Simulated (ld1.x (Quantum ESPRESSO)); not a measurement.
# How hard is this helium RRKJ potential?

* Element: helium (He)
* Generator: ld1.x (Quantum ESPRESSO) 7.5
* Type: norm-conserving RRKJ (Kleinman–Bylander form)
* Functional: Wu–Cohen
* Relativity: fully relativistic
* Frozen core: none
* Valence charge: 2
* Reference configuration: 1s2
* Partial waves: 1s (bound): rc 0.45 bohr
* Local potential: all-electron potential smoothed inside 0.40 bohr (lloc = -1)
* Core correction: none

Open shells are filled in proportion to 2j + 1 (rel_dist='average').

The pseudo-atom Hamiltonian at the reference potential is diagonalised in spherical Bessel functions j_l(qr) that vanish at 20 bohr, with q² up to the cutoff. All-electron valence levels (Ry): 1s -1.1475.

**Question.** How do the lowest levels (Ry) of each channel move with the cutoff, and are there ghosts?

**Answer.**

```json
{"cutoff (Ry)": "8", "s #1": "-0.6244", "s #2": "0.0233", "p #1": "0.0455", "d #1": "0.0822", "d #2": "0.2006", "f #1": "0.1218", "Σ f·Δε (mRy)": "1046.1"}
{"cutoff (Ry)": "18", "s #1": "-0.8384", "s #2": "0.0200", "p #1": "0.0455", "d #1": "0.0822", "d #2": "0.2006", "f #1": "0.1218", "Σ f·Δε (mRy)": "618.0"}
{"cutoff (Ry)": "35", "s #1": "-0.9765", "s #2": "0.0182", "p #1": "0.0455", "d #1": "0.0822", "d #2": "0.2006", "f #1": "0.1218", "Σ f·Δε (mRy)": "341.8"}
{"cutoff (Ry)": "55", "s #1": "-1.0540", "s #2": "0.0172", "p #1": "0.0455", "d #1": "0.0822", "d #2": "0.2006", "f #1": "0.1218", "Σ f·Δε (mRy)": "186.9"}
{"cutoff (Ry)": "90", "s #1": "-1.1063", "s #2": "0.0166", "p #1": "0.0455", "d #1": "0.0822", "d #2": "0.2006", "f #1": "0.1218", "Σ f·Δε (mRy)": "82.1"}
{"cutoff (Ry)": "140", "s #1": "-1.1333", "s #2": "0.0163", "p #1": "0.0455", "d #1": "0.0822", "d #2": "0.2006", "f #1": "0.1218", "Σ f·Δε (mRy)": "28.1"}
{"cutoff (Ry)": "230", "s #1": "-1.1453", "s #2": "0.0161", "p #1": "0.0455", "d #1": "0.0822", "d #2": "0.2006", "f #1": "0.1218", "Σ f·Δε (mRy)": "4.1"}
{"cutoff (Ry)": "400", "s #1": "-1.1474", "s #2": "0.0161", "p #1": "0.0455", "d #1": "0.0822", "d #2": "0.2006", "f #1": "0.1218", "Σ f·Δε (mRy)": "0.0"}
```

Result: no extra level below or beside the all-electron valence levels (s, p, d, f tested); 10 mRy is reached at 200 Ry and 1 mRy at 300 Ry.
